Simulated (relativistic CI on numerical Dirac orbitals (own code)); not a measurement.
# Ni³⁺: resonant inelastic scattering at the M2,3 edge

Computed with this model: Dirac-Coulomb-Breit CI, orbitals from a KLI potential per configuration, QED by a radiative potential, valence Slater integrals scaled by 0.8, Kramers-Heisenberg scattering through one core-hole configuration in a parametric crystal field; configurations [Ar] 3d7 → [Ne] 3s2 3p5 3d8; 300 K; core-hole width 0.8 eV; summed over polarisations. Incident energies are the highest absorption maxima for each field (at most a few, so the weaker spin-orbit partner edge can be absent), on the computed scale of the free ion. Intensities are in per cent of the strongest line above 0.02 eV; levels within 1 cm⁻¹ are merged; final levels count from the ground level, the first row holds all elastic scattering, lines under 0.4 are left out and each table stops after 24 rows. The scale of the Slater integrals is a model choice and moves the terms in proportion.

Field parameters in Wybourne normalisation: Oh B⁴₀ = 21Dq, B⁴₄ = √(5/14) B⁴₀. The field is a parameter set, without covalency.

S is read from ⟨S²⟩ = S(S + 1).

Oh, 10Dq = 4100 cm⁻¹:

```tsv
Final level (eV)	Degeneracy	Irrep	S	70.6 eV	74.4 eV
0.000	2	Γ6	1.50	170.8	89.7
0.055	4	Γ8	1.50	47.6	50.3
0.147	4	Γ8	1.50	52.2	29.3
0.183	2	Γ7	1.50	6.1	3.0
0.528	2	Γ6	1.50	12.6	47.1
0.539	4	Γ8	1.50	34.6	46.0
0.562	4	Γ8	1.50	23.6	34.8
0.589	2	Γ7	1.50	2.4	4.4
1.076	4	Γ8	1.50	48.8	58.8
2.090	4	Γ8	0.51	17.2	0.4
2.344	4	Γ8	0.51	17.0	0.8
2.448	4	Γ8	0.51	9.1	0.4
2.466	2	Γ6	0.50	9.2	0.6
2.467	2	Γ7	0.58	0.2	1.8
2.538	4	Γ8	1.49	5.3	100.0
2.539	2	Γ7	1.45	1.4	30.2
2.562	4	Γ8	1.43	1.4	8.0
2.634	2	Γ6	1.47	1.0	1.3
2.671	2	Γ6	0.51	11.3	0.8
3.045	4	Γ8	0.61	0.5	1.0
3.146	2	Γ6	0.55	0.3	0.4
3.194	2	Γ7	0.51	0.5	0.1
3.222	2	Γ6	0.50	0.8	0.1
3.242	4	Γ8	0.50	3.1	0.7
```

Oh, 10Dq = 9300 cm⁻¹:

```
Final level (eV)  Degeneracy  Irrep     S  71 eV  75 eV
           0.000           2     Γ6  1.50  312.1   72.9
           0.060           4     Γ8  1.50   79.3   35.3
           0.157           4     Γ8  1.50   79.6   15.6
           0.179           2     Γ7  1.50   13.8    1.9
           1.090           2     Γ6  1.50   27.5   46.1
           1.099           4     Γ8  1.50   41.0   79.9
           1.112           4     Γ8  1.49   36.6   35.1
           1.149           2     Γ7  1.50    5.3    7.1
           1.521           4     Γ8  0.51   20.1    0.4
           2.265           4     Γ8  1.47   86.8  100.0
           2.382           4     Γ8  0.54   13.1    2.3
           2.476           2     Γ6  0.50    5.7    0.2
           2.485           4     Γ8  0.53   14.4    1.4
           2.514           2     Γ7  0.51    0.5    0.2
           2.969           4     Γ8  1.11    5.0    7.1
           3.032           2     Γ7  1.49    2.9   40.4
           3.034           4     Γ8  1.50    6.4   95.5
           3.074           2     Γ6  1.17   11.0    2.0
           3.187           2     Γ6  0.83    7.2    3.0
           3.242           4     Γ8  1.04    2.2    8.0
           3.325           2     Γ6  0.70   13.1    2.3
           3.607           2     Γ7  0.51    1.8    0.4
           3.661           4     Γ8  0.51    1.4    0.8
           3.783           4     Γ8  0.51    4.1    1.5
```

Oh, 10Dq = 14500 cm⁻¹:

```csv
Final level (eV),Degeneracy,Irrep,S,71.3 eV,75.8 eV
0.000,2,Γ6,1.50,341.5,38.2
0.059,4,Γ8,1.50,100.0,15.3
0.149,4,Γ8,1.48,74.8,3.7
0.173,2,Γ7,1.50,16.5,0.8
0.903,4,Γ8,0.53,12.4,0.2
1.678,2,Γ6,1.50,32.4,25.3
1.684,4,Γ8,1.50,43.3,53.5
1.694,4,Γ8,1.48,27.5,23.6
1.736,2,Γ7,1.49,6.5,5.0
2.371,4,Γ8,0.52,9.6,0.4
2.450,2,Γ6,0.51,2.8,0.2
2.489,4,Γ8,0.53,16.0,0.8
2.516,2,Γ7,0.52,1.2,0.0
3.141,4,Γ8,0.60,3.2,1.0
3.231,2,Γ6,0.55,4.8,0.4
3.496,4,Γ8,1.48,62.6,75.5
3.575,2,Γ7,1.49,2.7,23.8
3.579,4,Γ8,1.50,3.9,51.5
3.676,4,Γ8,1.44,2.8,9.9
3.688,2,Γ6,1.44,1.9,4.6
3.851,2,Γ6,0.57,16.2,1.3
4.062,2,Γ7,0.52,2.4,0.4
4.102,4,Γ8,0.53,1.0,0.9
4.365,4,Γ8,0.51,2.8,0.9
```

For the first field the strongest loss at the lowest incident energy is the level at 0.15 eV (S = 1.50, against 1.50 in the thermal ground state). Levels of other spin, the first over 8 % at 2.09 eV, appear because spin-orbit coupling of the core hole, and in heavier ions of the valence shell too, mixes spins.
